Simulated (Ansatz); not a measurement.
```yaml
crystal:
  periodic: [false, false, false]
  atoms:
    - {symbol: F, position_ang: [0.047219, -1.982424, 1.070110]}
    - {symbol: Si, position_ang: [0.891995, -0.372278, 0.236018]}
    - {symbol: F, position_ang: [1.319312, -1.320819, -0.713448]}
    - {symbol: Al, position_ang: [-1.133884, 0.962283, -0.539049]}
    - {symbol: H, position_ang: [1.904407, -0.149713, 1.450799]}
    - {symbol: H, position_ang: [-1.033801, 2.464413, -0.219971]}
    - {symbol: H, position_ang: [-1.990489, 0.421106, -1.518514]}
basis:
  gaussian: {orbitals: def2-TZVPP, final_grid: {core_spheres: 20, valence_spheres: 16, degree: 47}, point_charges: [{charge: 1.00, position_ang: [6.892, -0.326, 0.924]}]}
hamiltonian: {xc: {name: CCSD(T)}}
accuracy: high
scf: {lower_state_search: off}
output: {forces: true}
```

```sh
$ ansatz run in.yaml --threads 2 --pin off --events-out ev --progress --plain --max-ram 4352MiB
```

Output, abridged:

```
Error: YAML parse error: error: line 13 column 19: hamiltonian.xc: no functional is named "CCSD(T)"; the names, which are not case-sensitive, are SVWN5, SPW92, PBE, PBE0, PBEsol, revPBE, revPBE0, RPBE, rPW86-PBE, HSE06, wPBEh, LC-wPBE, HISS, HF, BLYP, B3LYP, B3LYP5, BHLYP, CAM-B3LYP, r2SCAN, r2SCANh, r2SCAN0, r2SCAN50, m-r2SCAN, B97, wB97, wB97X, wB97X-V, B97M-V, wB97M-V, B2PLYP, B2GP-PLYP, PBE0-DH, PBE-QIDH
11 | basis:
12 |   gaussian: {orbitals: def2-TZVPP, final_grid: {core_spheres: 20, valence_spheres: …
13 | hamiltonian: {xc: {name: CCSD(T)}}
14 | accuracy: high
15 | scf: {lower_state_search: off}
```

(1) What is wrong with this run?

Answers

(1) The method's name isn't one that the program takes here. The input was rejected before any iteration.

HSE06 is defined as in plane-wave codes.
